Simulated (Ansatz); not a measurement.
Program: Ansatz. Geometries: PBE0-D4/def2-TZVP. ΔE: electronic, gas phase. CCSD(T)/CBS adds triple-zeta CCSD(T) − MP2 to the extrapolated MP2 energy (def2 sets, frozen cores). This one scheme is used for every species. Functionals use def2-TZVPP. HSE06 is defined as in plane-wave codes. Elements past krypton have def2 core potentials. For Sn outer-core shells are correlated without core-valence functions, which leaves a few kJ/mol of doubt a bond. One conformer a species, not always the lowest.

`[CH3][Sn]([OH])([OH])[OH]` → CH₃OH + `[OH][Sn][OH]`  (stannylene formation by 1,1-elimination)

```csv
level,ΔE (kcal/mol),difference from CCSD(T)/CBS
LDA (SPW92),18.6,-2.9
PBE-D4,14.5,-7.0
r2SCANh-D4,19.4,-2.1
ωB97X-V,20.3,-1.2
B2PLYP,14.9,-6.6
PBE,12.5,-9.0
revPBE,9.4,-12.1
r2SCAN,18.3,-3.2
PBE0,16.2,-5.3
HSE06,16.2,-5.3
BHLYP,14.4,-7.1
HF/def2-SVP,10.8,-10.7
CCSD/def2-SVP,15.5,-6.0
MP2/def2-TZVPP,22.0,0.5
SCS-MP2/def2-TZVPP,19.3,-2.2
SCS-MP2/def2-QZVPP,19.8,-1.7
CCSD(T)/CBS,21.5,0
```

Largest T1 diagnostic among the species: 0.018.

Leaving LDA and LC-ωPBE aside and taking each functional with its dispersion term where it has one, the values, not all of them listed here, spread over 11.8 kcal/mol, from BLYP-D4 to PBE-QIDH. LDA lies +6.1 kcal/mol from PBE without D4. From r2SCAN to r2SCAN0 (25 % exact exchange), in def2-TZVPP and without D4, ΔE moves by +1.2 kcal/mol.
